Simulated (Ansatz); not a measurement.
`C[Si](C)(C)B(F)F`, relaxed with RKS PBE0-D4/def2-TZVP in Ansatz from a PBE-D4/def2-SVP geometry. The force threshold is 0.005 eV/Å; the program also tests the step.

Charge 0, multiplicity 1.

Start:

```xyz
16

C     1.795   -0.450   -0.267
Si   -0.038   -0.011   -0.050
C    -0.915   -1.327    0.988
C    -0.177    1.689    0.780
B    -0.900    0.102   -1.900
F    -0.471    0.968   -2.825
F    -1.923   -0.672   -2.279
H     1.921   -1.449   -0.731
H     2.305    0.294   -0.911
H     2.310   -0.463    0.716
H    -1.990   -1.084    1.111
H    -0.463   -1.405    1.998
H    -0.847   -2.323    0.505
H    -1.235    1.977    0.941
H     0.330    1.682    1.768
H     0.299    2.472    0.156
```

(1) By how much does the energy fall, and how many steps does the optimiser take? (Estimate.)

(2) Which bonds change most? (Best estimate.)

(3) Give the relaxed structure. (Estimate.)

Results:

(1) The calculation gave: 1.32 kcal/mol, in 7 steps, 2 of them rejected.

(2) Ansatz gave: Si2–C4 from 1.897 to 1.878 Å; C1–Si2 from 1.897 to 1.878 Å; Si2–C3 from 1.891 to 1.874 Å; C3–H13 from 1.109 to 1.093 Å.

(3) The calculation gave: 
```xyz
16

C     1.778   -0.448   -0.265
Si   -0.034   -0.010   -0.044
C    -0.903   -1.314    0.984
C    -0.178    1.675    0.774
B    -0.895    0.101   -1.892
F    -0.466    0.961   -2.806
F    -1.907   -0.663   -2.273
H     1.900   -1.430   -0.730
H     2.287    0.286   -0.894
H     2.285   -0.471    0.704
H    -1.962   -1.076    1.110
H    -0.454   -1.388    1.978
H    -0.838   -2.297    0.512
H    -1.222    1.958    0.929
H     0.316    1.667    1.750
H     0.294    2.450    0.164
```
